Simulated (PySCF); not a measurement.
Vertical excitations of a molecule C4H5NO from TDA-PBE/def2-SVPD (PySCF), as energy in eV (oscillator strength): 4.39 (0.001), 4.53 (0.087), 5.43 (0.001), 6.25 (0.002), 6.26 (0.003), 6.30 (0.012), 6.38 (0.013), 6.46 (0.002), 6.69 (0.002), 7.06 (0.001). Lowest triplet (TDA): 2.89 eV. Geometry optimised at B3LYP-D3(BJ)/def2-SVP. The geometry has at least one imaginary mode, so it is a saddle point at that level. One conformer was computed; it need not be the lowest.

Identify the compound among the candidates.
(A) Cc1cnco1
(B) C1=CN=COC1
(C) Nc1ccco1
(D) C[C@H](C#N)C=O

B, C1=CN=COC1
